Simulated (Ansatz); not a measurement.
C2H9NSi2 (`C=C[SiH2]N[SiH3]`). The species carries charge 0 and has multiplicity 1.

Cartesian coordinates in Å:
```
C -0.442 -2.825 0.684
C 0.236 -1.825 0.126
Si 0.144 -0.085 0.768
N -0.440 1.012 -0.431
Si 0.260 2.478 -1.011
H -1.081 -2.663 1.548
H -0.390 -3.845 0.313
H 0.860 -2.044 -0.740
H 1.485 0.423 1.160
H -0.740 -0.136 1.968
H -1.332 0.765 -0.838
H 1.582 2.632 -0.356
H 0.439 2.447 -2.490
H -0.581 3.667 -0.700
```

Problem. Give the diagnostics of a CCSD(T)/def2-TZVPP run (frozen core, Ansatz). (Best estimate.)

Solution. The calculation gave: T1 = 0.0111, largest single amplitude 0.012, largest double 0.035, (T) share of the correlation energy 3.9 %, 9 CCSD cycles. The RHF solution is stable towards an unrestricted one. T1 lies under the customary mark of 0.02 for closed shells.
